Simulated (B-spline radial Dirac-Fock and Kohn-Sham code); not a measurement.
Binding energies of Re⁶⁺ at several levels of theory

System: rhenium as Re⁶⁺ in the configuration [Xe] 4f14 5d1.

The density-functional columns are spherical, spin-unpolarised Dirac-Kohn-Sham results without Breit or QED terms: −ε is minus the orbital energy of the initial state and ΔSCF the difference of two total energies. The reference in the last column comes from multi-electron Dirac-Fock with separately optimised hole states, Breit and Lamb-shift corrections added in first order. All numbers are from a radial finite-basis atomic code, in eV; a selection of levels is shown. For the 1s level of heavy atoms much of the gap between ΔSCF and the reference is the Breit and QED part, -365.3 eV here; for other levels the error of the functional can be larger.

| level | PBE −ε | PBE ΔSCF | LDA −ε | LDA ΔSCF | Dirac-Fock |
| --- | --- | --- | --- | --- | --- |
| K (1s) | 71611.1 | 72180.9 | 71551.7 | 72119.6 | 71766.0 |
| L1 (2s) | 12473.2 | 12579.4 | 12464.6 | 12571.1 | 12628.9 |
| L2 (2p1/2) | 11941.1 | 12077.5 | 11937.2 | 12073.7 | 12053.0 |
| L3 (2p3/2) | 10501.5 | 10618.4 | 10499.1 | 10616.3 | 10629.5 |
| M1 (3s) | 2947.7 | 2980.3 | 2945.3 | 2978.1 | 3032.7 |
| M2 (3p1/2) | 2709.6 | 2744.5 | 2708.7 | 2743.7 | 2778.2 |
| M3 (3p3/2) | 2396.9 | 2428.7 | 2396.4 | 2428.4 | 2465.3 |
| M4 (3d3/2) | 1996.1 | 2034.1 | 1996.4 | 2034.4 | 2043.4 |
| M5 (3d5/2) | 1928.3 | 1965.1 | 1928.5 | 1965.4 | 1976.8 |
| N1 (4s) | 676.9 | 693.5 | 675.8 | 692.4 | 724.0 |
| N2 (4p1/2) | 577.4 | 593.9 | 577.0 | 593.5 | 617.3 |
| N3 (4p3/2) | 504.5 | 520.4 | 503.9 | 519.8 | 544.3 |
| N4 (4d3/2) | 340.9 | 356.6 | 340.9 | 356.6 | 369.0 |
| N5 (4d5/2) | 327.5 | 342.9 | 327.4 | 342.9 | 355.5 |
| N6 (4f5/2) | 121.5 | 136.0 | 121.9 | 136.4 | 133.2 |
| N7 (4f7/2) | 118.9 | 133.3 | 119.4 | 133.8 | 130.8 |
| O1 (5s) | 161.3 | 171.4 | 161.6 | 171.8 | 175.3 |
| O2 (5p1/2) | 130.3 | 139.9 | 130.7 | 140.4 | 138.8 |
| O3 (5p3/2) | 118.3 | 127.4 | 118.6 | 127.8 | 126.6 |
| O4,5 (5d) | 74.04 | 81.60 | 74.41 | 81.97 | 80.78 |

Q: Order the estimates of the K (1s) level by their distance from the Dirac-Fock value, nearest first.
A. PBE −ε
B. LDA ΔSCF
C. PBE ΔSCF
D. LDA −ε

A: A (154.9 eV), D (214.3 eV), B (353.6 eV), C (414.9 eV).

An eigenvalue near the reference for a deep level is a cancellation of errors: it lacks relaxation, carries self-interaction and omits Breit and QED terms.

Values without a named source are computed, but for edge energies of neutral atoms, which are taken from tables.
